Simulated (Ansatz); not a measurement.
A nudged elastic band was laid between two geometries of AlCl2HO + H2 (7 atoms, charge 0, multiplicity 1).

Method: RHF/def2-SVP (Ansatz).

```json
{
  "movable images": "7",
  "climbing image": "yes",
  "spring": "5.0 eV/Å²",
  "optimiser": "quadratic models (default)",
  "start path": "through a guess of the saddle point",
  "force threshold": "0.05 eV/Å",
  "iteration limit": "60",
  "end points": "relaxed"
}
```

First end point:

```xyz
7
Properties=species:S:1:pos:R:3
Al -0.020 0.258 0.075
Cl -0.176 0.857 2.074
Cl 1.812 0.410 -0.905
O -1.346 -0.277 -0.781
H -2.255 -0.404 -0.578
H 0.545 -2.574 0.729
H 0.503 -2.305 1.425
```

Last end point:

```xyz
7
Properties=species:S:1:pos:R:3
Al -0.002 -0.774 -0.463
Cl -0.068 -0.247 2.413
Cl 1.786 0.291 -0.813
O -1.440 0.036 -0.788
H -2.340 -0.230 -0.816
H 0.089 -2.318 -0.232
H 1.038 -0.792 2.737
```

Problem. Which bonds break or form, and what moves?

Solution. Bonds broken: Al1–Cl2, H6–H7. Bonds formed: Al1–H6, Cl2–H7. AlCl2HO + H2 becomes AlClH2O + ClH.

Problem. What energy profile does the band end with?

Solution. It converged. The highest image is number 4 of 0 to 8, 44.4 kcal/mol above the first end and 17.4 kcal/mol above the last; the last end lies 27.0 kcal/mol above the first. A vibrational analysis at the climbing image gives one clearly imaginary mode, 1350i cm⁻¹: a first-order saddle point. The orbitals stay closed-shell, which can raise the energy where a bond breaks towards radicals; this wasn't checked here.

```
image  path coordinate (Å)  energy (kcal/mol)  Al1–Cl2 (Å)  H6–H7 (Å)  Al1–H6 (Å)
    0                 0.00                0.0         2.09       0.75        2.96
    1                 0.49                0.2         2.10       0.75        2.51
    2                 0.97                2.7         2.12       0.75        2.17
    3                 1.46               18.8         2.22       0.80        1.88
    4                 1.95               44.4         2.42       1.17        1.67
    5                 2.53               32.8         2.74       1.84        1.58
    6                 3.11               27.9         2.86       2.54        1.57
    7                 3.69               27.1         2.97       3.19        1.57
    8                 4.27               27.0         2.92       3.47        1.56
```

Problem. What is the geometry of the highest image?

Solution. 
```xyz
7
Properties=species:S:1:pos:R:3
Al 0.125 -0.483 -0.101
Cl 0.023 0.038 2.258
Cl 1.848 0.345 -0.951
O -1.363 -0.283 -0.831
H -2.269 -0.448 -0.649
H 0.411 -1.933 0.675
H 0.287 -1.270 1.636
```

Problem. What are the harmonic wavenumbers there?

Solution. 1350i, 115, 179, 210, 244, 394, 418, 483, 553, 951, 1126, 1191, 1501, 1872, 4301 cm⁻¹.

Run time: 2.7 min on 1 thread of Arm Neoverse V1, with other jobs on the host, peak memory 0.15 GiB.
